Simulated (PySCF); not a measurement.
**Radial density of W (tungsten, neutral)**

UHF, [Xe] 4f14 5d4 6s2, high-spin 5D determinant. Calculation: PySCF 2.14, in cc-pVDZ-PP with ECP60MDF (4s4p3d1f, 38 functions); a scalar-relativistic core potential. This is the valence pseudo-density: the core potential removes the inner electrons and smooths the orbitals near the nucleus.

```json
{"r (bohr)": "0.136", "4πr²ρ (e/bohr)": "3.168e-05", "4πr²(ρα − ρβ)": "0.0000"}
{"r (bohr)": "0.229", "4πr²ρ (e/bohr)": "0.0001943", "4πr²(ρα − ρβ)": "0.0001"}
{"r (bohr)": "0.386", "4πr²ρ (e/bohr)": "0.03278", "4πr²(ρα − ρβ)": "0.0021"}
{"r (bohr)": "0.649", "4πr²ρ (e/bohr)": "2.805", "4πr²(ρα − ρβ)": "0.1352"}
{"r (bohr)": "1.09", "4πr²ρ (e/bohr)": "10.78", "4πr²(ρα − ρβ)": "1.6433"}
{"r (bohr)": "1.84", "4πr²ρ (e/bohr)": "4.428", "4πr²(ρα − ρβ)": "2.2031"}
{"r (bohr)": "3.09", "4πr²ρ (e/bohr)": "1.297", "4πr²(ρα − ρβ)": "0.5778"}
{"r (bohr)": "5.20", "4πr²ρ (e/bohr)": "0.2087", "4πr²(ρα − ρβ)": "-0.0061"}
{"r (bohr)": "8.74", "4πr²ρ (e/bohr)": "0.004949", "4πr²(ρα − ρβ)": "-0.0015"}
```

Energies and moments cover only the electrons outside the core potential. Spin-orbit coupling, absent here, splits the open shell strongly.

(1) Where is the radial spin density 4πr²(ρα − ρβ) most negative, and why is it negative at all?

## Answers

(1) Around r = 5.20 bohr, down to -0.0061 e/bohr: exchange with the open shell polarises the paired shells in an unrestricted calculation.
